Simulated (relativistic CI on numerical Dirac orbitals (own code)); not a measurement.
# d5 in a ligand field

Computed with a parametric ligand-field model of a d^n configuration (Racah B and C, spin-orbit zeta, crystal field), exact diagonalisation.

Field parameters in Wybourne normalisation: Td as Oh with Dq negative (B⁴₀ = 21Dq, B⁴₄ = √(5/14) B⁴₀). The field is a parameter set, without covalency.

Q: Ground term and bands for B = 590, C = 2230, ζ = 0 cm⁻¹, Td, 10Dq = -1120 cm⁻¹?

A: Ground term 6A1 with 2.00 electrons in the two orbitals of the cubic e set. Spin-allowed: none. Lowest spin-forbidden: 4T1 16699 cm⁻¹ (599 nm), 4T2 17003 cm⁻¹ (588 nm), 4A1+E 17050 cm⁻¹ (587 nm). A high-spin d5 ion has no spin-allowed d-d band, hence its pale colour.

Q: Ground term and bands for B = 590, C = 2230, ζ = 0 cm⁻¹, Td, 10Dq = -9620 cm⁻¹?

A: Ground term 6A1 with 2.00 electrons in the two orbitals of the cubic e set. Spin-allowed: none. Lowest spin-forbidden: 4T1 9125 cm⁻¹ (1096 nm), 2T2 9664 cm⁻¹ (1035 nm), 4T2 12837 cm⁻¹ (779 nm). A high-spin d5 ion has no spin-allowed d-d band, hence its pale colour.

Q: Ground term and bands for B = 590, C = 2230, ζ = 0 cm⁻¹, Td, 10Dq = -5900 cm⁻¹?

A: Ground term 6A1 with 2.00 electrons in the two orbitals of the cubic e set. Spin-allowed: none. Lowest spin-forbidden: 4T1 12672 cm⁻¹ (789 nm), 4T2 15495 cm⁻¹ (645 nm), 2T2 16578 cm⁻¹ (603 nm). A high-spin d5 ion has no spin-allowed d-d band, hence its pale colour.

Q: Ground term and bands for B = 590, C = 2230, ζ = 0 cm⁻¹, Td, 10Dq = -2180 cm⁻¹?

A: Ground term 6A1 with 2.00 electrons in the two orbitals of the cubic e set. Spin-allowed: none. Lowest spin-forbidden: 4T1 15967 cm⁻¹ (626 nm), 4T2 16866 cm⁻¹ (593 nm), 4A1+E 17050 cm⁻¹ (587 nm). A high-spin d5 ion has no spin-allowed d-d band, hence its pale colour.

Q: Ground term and bands for B = 590, C = 2230, ζ = 0 cm⁻¹, Td, 10Dq = -4840 cm⁻¹?

A: Ground term 6A1 with 2.00 electrons in the two orbitals of the cubic e set. Spin-allowed: none. Lowest spin-forbidden: 4T1 13656 cm⁻¹ (732 nm), 4T2 16040 cm⁻¹ (623 nm), 4A1+E 17050 cm⁻¹ (587 nm). A high-spin d5 ion has no spin-allowed d-d band, hence its pale colour.
